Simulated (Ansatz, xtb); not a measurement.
## Cl3GaH5NSi: which of two isomers lies lower

Structure I: `[NH3+][Ga-]([Cl])([Cl])[SiH2]Cl`, a singlet. Structure II: `Cl[SiH2][NH2+][GaH-]([Cl])[Cl]`, a singlet. Both are isolated molecules in the gas phase, relaxed with PBE0-D4/def2-SVP; the shapes shown needn't be the lowest conformers.

I (Å):

```xyz
11

Cl    1.4563   -0.8511    1.8256
Cl    1.8570    2.7877    1.9255
Cl   -0.9542    1.3521   -2.0475
Ga    0.8945    1.0774    0.9645
N     2.0785    0.9932   -0.7448
Si   -1.3074    1.3438    0.0432
H     2.7589    1.7545   -0.7274
H     2.5812    0.1046   -0.7678
H     1.5006    1.0756   -1.5876
H    -2.2577    0.2228    0.2978
H    -1.9897    2.6335    0.3529
```

II (Å):

```
atom    x (Å)    y (Å)    z (Å)
  Cl  -2.8860  -1.6052  -1.2878
  Cl   1.1847   0.1149   2.8408
  Cl  -1.4492   2.6479   2.7746
  Ga  -0.0197   1.4675   1.6245
   N  -1.4090   0.0051   0.9712
  Si  -1.5133  -0.1524  -0.8047
   H  -1.9738   1.1584  -1.3149
   H  -0.1692  -0.5617  -1.2696
   H  -1.0912  -0.8418   1.4522
   H  -2.2804   0.3031   1.4197
   H   0.5989   2.0770   0.3286
```

Q: Estimate E(II) − E(I) at the level CCSD(T)/def2-SVP + ΔMP2/def2-TZVPP.

A: CCSD(T)/def2-SVP + ΔMP2/def2-TZVPP gives E(II) − E(I) = −2.1 kcal/mol, favouring structure II, but this leans on the basis-set step: CCSD(T) alone gives −0.7 kcal/mol.

The same difference at several levels:

```json
{"level": "PBE0-D4/def2-SVP", "geometry": "PBE0-D4/def2-SVP", "E(II) − E(I) (kcal/mol)": "+3.2", "departure from the last row (kcal/mol)": "+5.3", "job, with rough time for the two": "optimisation, 2.4 min"}
{"level": "HF/def2-SVP", "geometry": "PBE0-D4/def2-SVP", "E(II) − E(I) (kcal/mol)": "−2.4", "departure from the last row (kcal/mol)": "−0.3", "job, with rough time for the two": "part of the CCSD(T) run"}
{"level": "MP2/def2-SVP", "geometry": "PBE0-D4/def2-SVP", "E(II) − E(I) (kcal/mol)": "−1.7", "departure from the last row (kcal/mol)": "+0.4", "job, with rough time for the two": "part of the CCSD(T) run"}
{"level": "CCSD(T)/def2-SVP", "geometry": "PBE0-D4/def2-SVP", "E(II) − E(I) (kcal/mol)": "−0.7", "departure from the last row (kcal/mol)": "+1.4", "job, with rough time for the two": "single point"}
{"level": "CCSD(T)/def2-SVP + ΔMP2/def2-TZVPP", "geometry": "PBE0-D4/def2-SVP", "E(II) − E(I) (kcal/mol)": "−2.1", "departure from the last row (kcal/mol)": "", "job, with rough time for the two": "single point, 61 s"}
```

As drawn, II has 1 N–Si, 1 Ga–H in place of 1 Ga–Si, 1 N–H.

PBE0-D4/def2-SVP puts the two in the other order. The largest departure from CCSD(T)/def2-SVP + ΔMP2/def2-TZVPP is that of PBE0-D4/def2-SVP, 5.3 kcal/mol. A small imaginary or near-zero mode remains, so no thermal terms are given. Levels run at GFN2-xTB geometries aren't shown. The last row adds to CCSD(T) the change of the MP2 difference between the two basis sets, here −1.4 kcal/mol.

The correlated steps freeze 30 core orbitals; the filled d shell of Ga is correlated, in a basis made for valence electrons. Programs: Ansatz 0.2.0, xtb 6.7.1; the last row on 2 threads of Intel(R) Xeon(R) 6975P-C (Granite Rapids) on a shared host.
